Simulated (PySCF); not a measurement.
# Correlation energy of As (arsenic, neutral)

[Ar] 3d10 4s1 4p3 5s1, high-spin 6S determinant (an excited configuration). Computed with PySCF 2.14 in aug-cc-pwCVDZ-PP with ECP10MDF (6s5p4d1f, 48 functions), with a scalar-relativistic core potential. Frozen: 3s2 3p6 3d10; 5 electrons correlated.

```json
{"level": "CCSD", "correlation energy (mhartree)": "-31.41"}
{"level": "(T)", "correlation energy (mhartree)": "-0.30"}
{"level": "CCSD(T)", "correlation energy (mhartree)": "-31.71"}
```

Diagnostics: T1 = 0.0059, D1 = 0.0171, largest double amplitude 0.033.

Q: Is a single reference adequate?

A: Yes, within this model without spin-orbit coupling: T1 lies below 0.03 and no double amplitude reaches 0.07.
